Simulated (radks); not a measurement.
Species: Eu XII. Configuration: [Kr] 4d10 4f4 5s2.

Method: Dirac Kohn-Sham, PBE, spin-unpolarised, spherical densities, point nucleus; open shells are shared between the two j in proportion to 2j + 1; computed with a radial shooting solver on a logarithmic mesh with Libxc functionals.

Energy parts (hartree):
total: -10818.1479
kinetic: 11767.8122
electron-nucleus: -26171.5075
Hartree: 3821.8793
exchange-correlation: -236.3319

Orbitals (lengths in bohr, moments of r in powers of bohr; <r^-3> diverges for s and p1/2; r(max) is where P^2 peaks):
| orbital | occ. | eigenvalue (hartree) | <r^4> | <r> | <r^-3> | r(max) | small-component weight |
|---|---|---|---|---|---|---|---|
| 1s1/2 | 2 | -1783.127 | 1.225e-06 | 0.02232 | - | 0.01420 | 5.50e-02 |
| 2s1/2 | 2 | -298.7505 | 0.0001954 | 0.09458 | - | 0.08071 | 1.21e-02 |
| 2p1/2 | 2 | -283.7806 | 0.0001212 | 0.07907 | - | 0.06107 | 1.22e-02 |
| 2p3/2 | 4 | -259.9631 | 0.0001578 | 0.08580 | 9386 | 0.06680 | 1.13e-02 |
| 3s1/2 | 2 | -71.42745 | 0.007630 | 0.2491 | - | 0.2290 | 3.82e-03 |
| 3p1/2 | 2 | -64.96722 | 0.006962 | 0.2387 | - | 0.2162 | 3.76e-03 |
| 3p3/2 | 4 | -60.10949 | 0.008477 | 0.2516 | 1976 | 0.2283 | 3.52e-03 |
| 3d3/2 | 4 | -48.93857 | 0.006184 | 0.2235 | 330.7 | 0.1818 | 3.40e-03 |
| 3d5/2 | 6 | -47.88188 | 0.006573 | 0.2275 | 295.2 | 0.1852 | 3.33e-03 |
| 4s1/2 | 2 | -19.82643 | 0.1821 | 0.5612 | - | 0.5259 | 1.23e-03 |
| 4p1/2 | 2 | -17.31612 | 0.2051 | 0.5725 | - | 0.5305 | 1.16e-03 |
| 4p3/2 | 4 | -16.21572 | 0.2464 | 0.6000 | 449.8 | 0.5557 | 1.08e-03 |
| 4d3/2 | 4 | -12.06335 | 0.3291 | 0.6296 | 65.10 | 0.5628 | 9.27e-04 |
| 4d5/2 | 6 | -11.85988 | 0.3476 | 0.6387 | 57.50 | 0.5708 | 9.06e-04 |
| 4f5/2 | 1.71429 | -6.88901 | 0.7134 | 0.7187 | 9.773 | 0.5546 | 6.32e-04 |
| 4f7/2 | 2.28571 | -6.85616 | 0.7294 | 0.7233 | 9.515 | 0.5582 | 6.25e-04 |
| 5s1/2 | 2 | -7.60980 | 3.403 | 1.189 | - | 1.134 | 3.73e-04 |
| 5p1/2 | 0 | -6.74974 | 4.313 | 1.257 | - | 1.194 | 3.38e-04 |
| 5p3/2 | 0 | -6.49410 | 4.972 | 1.304 | 105.9 | 1.243 | 3.21e-04 |
| 6s1/2 | 0 | -4.07611 | 31.92 | 2.100 | - | 2.126 | 1.74e-04 |

The highest occupied level is 4f7/2 at -186.57 eV. The density falls to 0.001 e/bohr^3 at r = 2.29 bohr. Summed over all electrons, <r^2> = 14.61 bohr^2, which gives a Langevin (diamagnetic) susceptibility term of -11.6 x 10^-6 cm^3/mol.
